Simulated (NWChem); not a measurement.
System: TiHF$_{3}$; SMILES [F][TiH]([F])[F]

The following NWChem deck was run.

```
start job
memory heap 200 mb stack 900 mb global 1100 mb
geometry units angstroms noautoz
  Ti     0.000000     0.000000    -0.199571
  F     -0.311418    -1.629768     0.271051
  F      1.567129     0.545188     0.271051
  F     -1.255712     1.084579     0.271051
  H      0.000000     0.000000    -1.867456
end
basis spherical
  Ti library def2-svp
  F library def2-svp
  H library def2-svp
end
dft
  xc xpbe96 cpbe96
  iterations 150
  mulliken
end
task dft energy
```

NWChem printed, in part:

```
             Northwest Computational Chemistry Package (NWChem) 7.3.0
             --------------------------------------------------------

 C3  symmetry detected

                             Geometry "geometry" -> ""
                             -------------------------

 Output coordinates in angstroms (scale by  1.889725989 to convert to a.u.)

  No.       Tag          Charge          X              Y              Z
 ---- ---------------- ---------- -------------- -------------- --------------
    1 Ti                  22.0000     0.00000000    -0.00000000    -0.22077818
    2 F                    9.0000    -1.59836010     0.44538649     0.24984382
    3 F                    9.0000     0.41346403    -1.60691370     0.24984382
    4 F                    9.0000     1.18489607     1.16152720     0.24984382
    5 H                    1.0000     0.00000000     0.00000000    -1.88866318

 Effective nuclear repulsion energy (a.u.)     239.2547247792

      Symmetry information
      --------------------

 Group name             C3
 Group number              5
 Group order               3
 No. of unique centers     3

  pbe96 is a nonlocal functional; adding pw91lda local functional.

                                 NWChem DFT Module
                                 -----------------

 Summary of "ao basis" -> "ao basis" (spherical)
 ------------------------------------------------------------------------------
       Tag                 Description            Shells   Functions and Types
 ---------------- ------------------------------  ------  ---------------------
 Ti                         def2-svp                11       31   5s3p2d1f
 F                          def2-svp                 6       14   3s2p1d
 H                          def2-svp                 3        5   2s1p

      Symmetry analysis of basis
      --------------------------

        a          30
        e+         24
        e-         24

  Rotation of axis

            General Information
            -------------------
          SCF calculation type: DFT
          Wavefunction type:  closed shell.
          No. of atoms     :     5
          No. of electrons :    50
           Alpha electrons :    25
            Beta electrons :    25
          Charge           :     0
          Spin multiplicity:     1
          Use of symmetry is: on ; symmetry adaption is: on
          Maximum number of iterations: 150
          AO basis - number of functions:    78
                     number of shells:    32
          Convergence on energy requested:  1.00D-06
          Convergence on density requested:  1.00D-05
          Convergence on gradient requested:  5.00D-04

              XC Information
              --------------
          PerdewBurkeErnzerhof Exchange Functional  1.000
            Perdew 1991 LDA Correlation Functional  1.000 local
           PerdewBurkeErnz. Correlation Functional  1.000 non-local

             Grid Information
             ----------------
          Grid used for XC integration:  medium
          Radial quadrature: Mura-Knowles
          Angular quadrature: Lebedev.
          Tag              B.-S. Rad. Rad. Pts. Rad. Cut. Ang. Pts.
          ---              ---------- --------- --------- ---------
          Ti                  1.40      112          10.0       590
          F                   0.50       49           8.0       434
          H                   0.35       45           9.0       434
          Grid pruning is: on
          Number of quadrature shells:   206
          Spatial weights used:  Erf1

      Superposition of Atomic Density Guess
      -------------------------------------

 Sum of atomic energies:       -1146.63535970

      Non-variational initial energy
      ------------------------------

 Total energy =   -1146.260249
 1-e energy   =   -2056.072847
 2-e energy   =     670.557873
 HOMO         =      -0.384729
 LUMO         =       0.003431

      Symmetry analysis of molecular orbitals - initial
      -------------------------------------------------

  Numbering of irreducible representations:

     1 a           2 e+          3 e-

  Orbital symmetries:

     1 a           2 a           3 e+          4 e+          5 a
     6 e+          7 e+          8 a           9 a          10 e+
    11 e+         12 a          13 a          14 e+         15 e+
    16 a          17 e+         18 e+         19 e+         20 e+
    21 a          22 a          23 e+         24 e+         25 a
    26 a          27 e+         28 e+         29 a          30 e+
    31 e+         32 a          33 e+         34 e+         35 a

     ---------------------------------------------
      Total Density - Mulliken Population Analysis
     ---------------------------------------------

    Atom       Charge   Shell Charges
 -----------   ------   -------------------------------------------------------
    1 Ti  22    19.43   2.00  2.00  2.00  0.39  0.07  6.00  6.01  0.22  0.34  0.35  0.05
    2 F    9     9.74   1.99  1.16  0.80  3.62  2.17  0.00
    3 F    9     9.74   1.99  1.16  0.80  3.62  2.17  0.00
    4 F    9     9.74   1.99  1.16  0.80  3.62  2.17  0.00
    5 H    1     1.35   0.76  0.59  0.00

[...]
```

Level: PBE/def2-SVP. Geometry: optimised at PBE0/def2-SVP.
